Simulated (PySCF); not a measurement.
C₇H₈O, charge -1, doublet, geometry from GFN2-xTB (a state made from the parent by changing its charge; the spin is typed, not shown lowest) (in this run its highest filled SCF level lies above zero, so its values depend strongly on the basis, on diffuse functions most of all); SVWN5/STO-3G run with PySCF.

PySCF was given this input:
```python
from pyscf import gto, scf, dft

mol = gto.Mole()
mol.atom = '''
    C    -2.771211    0.239940   -0.129589
    O    -1.726566   -0.475866   -0.696409
    C    -0.414804   -0.186092   -0.237965
    C     0.576381   -0.936931   -0.846333
    C     1.957452   -0.721012   -0.451450
    C     2.238181    0.221057    0.513083
    C     1.245916    0.967276    1.116759
    C    -0.143921    0.758404    0.727658
    H    -3.690402   -0.118643   -0.603956
    H    -2.847071    0.077243    0.955804
    H    -2.680217    1.321662   -0.308195
    H     0.322509   -1.668743   -1.600322
    H     2.741069   -1.304759   -0.922715
    H     3.276197    0.384453    0.810971
    H     1.472106    1.708353    1.876215
    H    -0.909628    1.351505    1.210494
'''
mol.basis = 'sto-3g'
mol.charge = -1
mol.spin = 1
mol.verbose = 4
mol.build()

mf = dft.UKS(mol)
mf.xc = 'lda,vwn'
mf.level_shift = 0.3
mf.max_cycle = 100
mf.kernel()
```

Q: What does PySCF print? Leave out banner, timings and long lists.

A: 
```
PySCF version 2.14.0

[INPUT] verbose = 4
[INPUT] num. atoms = 16
[INPUT] num. electrons = 59
[INPUT] charge = -1
[INPUT] spin (= nelec alpha-beta = 2S) = 1
[INPUT] symmetry False subgroup None
[INPUT] Mole.unit = angstrom
[INPUT] Symbol           X                Y                Z      unit          X                Y                Z       unit  Magmom
[INPUT]  1 C     -2.771211000000   0.239940000000  -0.129589000000 AA   -5.236829823382   0.453420886328  -0.244887718756 Bohr   0.0
[INPUT]  2 O     -1.726566000000  -0.475866000000  -0.696409000000 AA   -3.262736875986  -0.899256411992  -1.316022280682 Bohr   0.0
[INPUT]  3 C     -0.414804000000  -0.186092000000  -0.237965000000 AA   -0.783865955374  -0.351662913973  -0.449688677232 Bohr   0.0
[INPUT]  4 C      0.576381000000  -0.936931000000  -0.846333000000 AA    1.089202233403  -1.770542987615  -1.599337580182 Bohr   0.0
[INPUT]  5 C      1.957452000000  -0.721012000000  -0.451450000000 AA    3.699048181982  -1.362515212525  -0.853116858935 Bohr   0.0
[INPUT]  6 C      2.238181000000   0.221057000000   0.513083000000 AA    4.229549107205   0.417737187918   0.969586349170 Bohr   0.0
[INPUT]  7 C      1.245916000000   0.967276000000   1.116759000000 AA    2.354440014214   1.827886726865   2.110368657143 Bohr   0.0
[INPUT]  8 C     -0.143921000000   0.758404000000   0.727658000000 AA   -0.271971273574   1.433175851775   1.375074332349 Bohr   0.0
[INPUT]  9 H     -3.690402000000  -0.118643000000  -0.603956000000 AA   -6.973849069547  -0.224202776597  -1.141311431288 Bohr   0.0
[INPUT] 10 H     -2.847071000000   0.077243000000   0.955804000000 AA   -5.380184447192   0.145968115040   1.806207788764 Bohr   0.0
[INPUT] 11 H     -2.680217000000   1.321662000000  -0.308195000000 AA   -5.064876084403   2.497579209245  -0.582404142960 Bohr   0.0
[INPUT] 12 H      0.322509000000  -1.668743000000  -1.600322000000 AA    0.609453682707  -3.153467242285  -3.024170291116 Bohr   0.0
[INPUT] 13 H      2.741069000000  -1.304759000000  -0.922715000000 AA    5.179869698535  -2.465637168561  -1.743678641028 Bohr   0.0
[INPUT] 14 H      3.276197000000   0.384453000000   0.810971000000 AA    6.191115060122   0.726510877767   1.532513084965 Bohr   0.0
[INPUT] 15 H      1.472106000000   1.708353000000   1.876215000000 AA    2.781877166329   3.228319294079   3.545532500801 Bohr   0.0
[INPUT] 16 H     -0.909628000000   1.351505000000   1.210494000000 AA   -1.718947795236   2.553974305980   2.287502135429 Bohr   0.0

nuclear repulsion = 343.565286996277
number of shells = 32
number of NR pGTOs = 144
number of NR cGTOs = 48
basis = sto-3g
ecp = {}

******** <class 'pyscf.dft.uks.UKS'> ********
method = UKS
initial guess = minao
damping factor = 0
level_shift factor = 0.3
DIIS = <class 'pyscf.scf.diis.CDIIS'>
diis_start_cycle = 1
diis_space = 8
diis_damp = 0
SCF conv_tol = 1e-09
SCF conv_tol_grad = None
SCF max_cycles = 100
direct_scf = True
direct_scf_tol = 1e-13
number electrons alpha = 30  beta = 29
XC library pyscf.dft.libxc version 7.1.2
    S. Lehtola, C. Steigemann, M. J. T. Oliveira, and M. A. L. Marques,  SoftwareX 7, 1–5 (2018)
XC functionals = lda,vwn
    P. A. M. Dirac,  Math. Proc. Cambridge Philos. Soc. 26, 376 (1930)
    F. Bloch,  Z. Phys. 57, 545 (1929)
    S. H. Vosko, L. Wilk, and M. Nusair,  Can. J. Phys. 58, 1200 (1980)
radial grids:
    Treutler-Ahlrichs [JCP 102, 346 (1995); DOI:10.1063/1.469408] (M4) radial grids

becke partition: Becke, JCP 88, 2547 (1988); DOI:10.1063/1.454033
pruning grids: <function nwchem_prune>
grids dens level: 3
symmetrized grids: False
atomic radii adjust function: <function treutler_atomic_radii_adjust>
small_rho_cutoff = 0
Set gradient conv threshold to 3.16228e-05
tot grids = 191376
init E= -340.411533005531

cycle= 1 E= -339.088498887557  delta_E= 1.32  |g|= 0.377  |ddm|= 4.01
cycle= 2 E= -339.157923506674  delta_E= -0.0694  |g|= 0.242  |ddm|= 0.817
cycle= 3 E= -339.186417544861  delta_E= -0.0285  |g|= 0.0636  |ddm|= 0.206
cycle= 4 E= -339.188830651343  delta_E= -0.00241  |g|= 0.0208  |ddm|= 0.0673
cycle= 5 E= -339.189098943275  delta_E= -0.000268  |g|= 0.00616  |ddm|= 0.0233
cycle= 6 E= -339.18912771835  delta_E= -2.88e-05  |g|= 0.00167  |ddm|= 0.00831
cycle= 7 E= -339.189131455912  delta_E= -3.74e-06  |g|= 0.000721  |ddm|= 0.00327
cycle= 8 E= -339.189132397408  delta_E= -9.41e-07  |g|= 0.00037  |ddm|= 0.00179
cycle= 9 E= -339.189132718475  delta_E= -3.21e-07  |g|= 0.000203  |ddm|= 0.00111
cycle= 10 E= -339.189132865635  delta_E= -1.47e-07  |g|= 0.000147  |ddm|= 0.000843
cycle= 11 E= -339.189132959028  delta_E= -9.34e-08  |g|= 0.000114  |ddm|= 0.000689
cycle= 12 E= -339.189133028191  delta_E= -6.92e-08  |g|= 0.000107  |ddm|= 0.000616
cycle= 13 E= -339.189133082977  delta_E= -5.48e-08  |g|= 0.000103  |ddm|= 0.000558
cycle= 14 E= -339.189133125847  delta_E= -4.29e-08  |g|= 0.000113  |ddm|= 0.000509
cycle= 15 E= -339.189133163134  delta_E= -3.73e-08  |g|= 0.000101  |ddm|= 0.000454
cycle= 16 E= -339.189133184272  delta_E= -2.11e-08  |g|= 0.000145  |ddm|= 0.000413
cycle= 17 E= -339.189133197497  delta_E= -1.32e-08  |g|= 0.000186  |ddm|= 0.000367
cycle= 18 E= -339.189133218687  delta_E= -2.12e-08  |g|= 0.000171  |ddm|= 0.000317
cycle= 19 E= -339.189133233445  delta_E= -1.48e-08  |g|= 0.00017  |ddm|= 0.000285
cycle= 20 E= -339.189133246934  delta_E= -1.35e-08  |g|= 0.000163  |ddm|= 0.000255
cycle= 21 E= -339.189133257458  delta_E= -1.05e-08  |g|= 0.000159  |ddm|= 0.000227
cycle= 22 E= -339.18913326805  delta_E= -1.06e-08  |g|= 0.000145  |ddm|= 0.000203
cycle= 23 E= -339.189133275564  delta_E= -7.51e-09  |g|= 0.000139  |ddm|= 0.00018
cycle= 24 E= -339.189133278268  delta_E= -2.7e-09  |g|= 0.000151  |ddm|= 0.000159
cycle= 25 E= -339.18913327873  delta_E= -4.62e-10  |g|= 0.000168  |ddm|= 0.000142
cycle= 26 E= -339.189133282208  delta_E= -3.48e-09  |g|= 0.000166  |ddm|= 0.000125
cycle= 27 E= -339.189133291209  delta_E= -9e-09  |g|= 0.000134  |ddm|= 0.000123
cycle= 28 E= -339.189133295853  delta_E= -4.64e-09  |g|= 0.000122  |ddm|= 0.000109
cycle= 29 E= -339.189133297225  delta_E= -1.37e-09  |g|= 0.000126  |ddm|= 9.79e-05
cycle= 30 E= -339.189133299141  delta_E= -1.92e-09  |g|= 0.000124  |ddm|= 8.68e-05
cycle= 31 E= -339.18913330249  delta_E= -3.35e-09  |g|= 0.000111  |ddm|= 8.17e-05
cycle= 32 E= -339.189133303277  delta_E= -7.87e-10  |g|= 0.000113  |ddm|= 7.46e-05
cycle= 33 E= -339.189133306442  delta_E= -3.16e-09  |g|= 9.71e-05  |ddm|= 7e-05
cycle= 34 E= -339.189133308876  delta_E= -2.43e-09  |g|= 8.39e-05  |ddm|= 6.42e-05
cycle= 35 E= -339.1891333103  delta_E= -1.42e-09  |g|= 7.74e-05  |ddm|= 5.66e-05
cycle= 36 E= -339.189133312148  delta_E= -1.85e-09  |g|= 6.4e-05  |ddm|= 5.38e-05
cycle= 37 E= -339.189133313355  delta_E= -1.21e-09  |g|= 5.52e-05  |ddm|= 4.8e-05
cycle= 38 E= -339.189133314488  delta_E= -1.13e-09  |g|= 4.43e-05  |ddm|= 4.48e-05
cycle= 39 E= -339.189133315451  delta_E= -9.63e-10  |g|= 3.24e-05  |ddm|= 4.22e-05
cycle= 40 E= -339.189133315935  delta_E= -4.84e-10  |g|= 2.74e-05  |ddm|= 3.63e-05
Extra cycle  E= -339.189133306562  delta_E= 9.37e-09  |g|= 0.000124  |ddm|= 0.00073
converged SCF energy = -339.189133306562  <S^2> = 0.75410174  2S+1 = 2.0040975
```
